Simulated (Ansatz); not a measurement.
`C=[N][Al]([CH3])[SeH]` + CH₄ → `[CH3][Al]([CH3])[SeH]` + `C=N`  (formal exchange of groups at the Al–N bond)

Program: Ansatz. Geometries: PBE0-D4/def2-TZVP. ΔE: electronic, gas phase. CCSD(T)/CBS adds triple-zeta CCSD(T) − MP2 to the extrapolated MP2 energy (def2 sets, frozen cores). This one scheme is used for every species. For Se outer-core shells are correlated without core-valence functions, which leaves a few kJ/mol of doubt a bond. Scalar relativity is left out up to krypton. One conformer a species, not always the lowest.

`C=[N][Al]([CH3])[SeH]`:

Cartesian coordinates in Å:
```
C 2.266 0.858 -0.122
N 1.066 0.539 -0.076
Al -0.622 0.091 -0.009
C -1.183 -1.751 0.234
Se -2.180 1.805 -0.226
H 2.835 0.890 -1.065
H 2.843 1.130 0.777
H -1.794 -2.090 -0.608
H -0.324 -2.420 0.320
H -1.790 -1.861 1.137
H -1.117 2.808 -0.362
```

CH₄:

```xyz
5

C     0.000    0.000    0.000
H     0.758    0.779    0.075
H    -0.595    0.158   -0.899
H    -0.647    0.038    0.876
H     0.484   -0.975   -0.052
```

`[CH3][Al]([CH3])[SeH]`:

Cartesian coordinates in Å:
```
C -0.534 1.158 -1.126
Al -0.196 -0.225 0.206
C 1.585 -0.772 0.776
Se -1.983 -1.320 1.225
H -1.570 1.173 -1.473
H -0.311 2.146 -0.711
H 0.115 1.030 -1.998
H 1.565 -1.507 1.584
H 2.141 -1.211 -0.060
H 2.167 0.090 1.120
H -2.980 -0.563 0.458
```

`C=N`:

```xyz
5

C     0.293   -0.252   -0.050
N    -0.321    0.818   -0.310
H    -0.027   -0.995    0.690
H     1.215   -0.475   -0.591
H    -1.162    0.904    0.262
```

```tsv
level	ΔE (kJ/mol)
HF/CBS(def2)	85.0
MP2/CBS(def2)	79.9
```

Task: What does CCSD(T)/CBS give? (Best estimate.)

Result: Ansatz gave: +74.8 kJ/mol. The listed levels differ from it by 10.2, 5.1 kJ/mol.

Largest T1 diagnostic among the species: 0.012.

In def2-TZVPP, CCSD(T) changes the Hartree–Fock value by −10.0 kJ/mol (the triples alone add −0.6 kJ/mol) and MP2 by −4.9 kJ/mol.
